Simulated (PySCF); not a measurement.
Compound: C5H11FOSi.
Cartesian coordinates in Å at the PBE0-D3(BJ)/def2-SVP level; atoms count from 1:
```xyz
19
C5H11FOSi angstrom
C      3.3397   -0.6069   -0.2962
O      2.0982   -0.3424    0.2880
Si     0.9390    0.6472   -0.3905
C     -0.5299    0.5259    0.7730
C     -1.2028   -0.8719    0.7887
C     -2.2497   -0.3410   -0.2110
C     -1.8315    1.0752    0.1804
F     -1.6967    1.9811   -0.8465
H      3.8975   -1.3035    0.3488
H      3.9510    0.3080   -0.4126
H      3.2401   -1.0756   -1.2937
H      0.6045    0.1455   -1.7617
H      1.4492    2.0490   -0.4933
H     -0.2221    0.9383    1.7479
H     -0.5932   -1.7330    0.4773
H     -1.6417   -1.1035    1.7705
H     -1.9547   -0.5368   -1.2527
H     -3.3029   -0.6264   -0.0774
H     -2.4919    1.5303    0.9375
```

Computed with PySCF at CAM-B3LYP/def2-SVPD, non-relativistic, on one gas-phase PBE0-D3(BJ)/def2-SVP geometry that isn't relaxed in the solvent. The solvent is an IEF-PCM continuum (van der Waals radii × 1.2), and excitations are vertical TDDFT with non-equilibrium linear response and a frozen core. Only the electrostatic response of the medium enters.

```csv
run,E − E(gas) (kJ/mol),HOMO (eV),HOMO–LUMO gap (eV),dipole (D),lowest singlet (eV),static polarisability (au)
gas,0.00,-9.44,10.64,1.47,7.32,87.3
P,-6.54,-9.41,10.67,1.61,7.31,97.0
Q,-7.46,-9.41,10.67,1.63,7.31,98.5
```

**Question.** The runs were made in benzene and cyclohexane. Which run belongs to which solvent?

**Answer.** P = cyclohexane, Q = benzene. The dielectric constants are 2.017 (cyclohexane), 2.271 (benzene), and the energy falls further as ε rises. The optical constants n² used for the excitations are 2.04, 2.25 in the same order. In this model the ground state sees the solvent through ε alone.

**Question.** How constant is the ratio of the lowering to (ε − 1)/(2ε + 1)?

**Answer.** 
| solvent | (ε − 1)/(2ε + 1) | E − E(gas) (kJ/mol) | ratio (kJ/mol) | polarisation term (kJ/mol) |
| --- | --- | --- | --- | --- |
| cyclohexane | 0.202 | -6.54 | -32.4 | -6.89 |
| benzene | 0.229 | -7.46 | -32.5 | -7.92 |

The ratio changes by +0.5 % in size from cyclohexane to benzene. The polarisation term is half the interaction of the solute with the induced surface charges.

The run took about 2.2 min of CPU time (one thread, shared machine). This is the whole response run at CAM-B3LYP/def2-SVPD in benzene, SCF included.
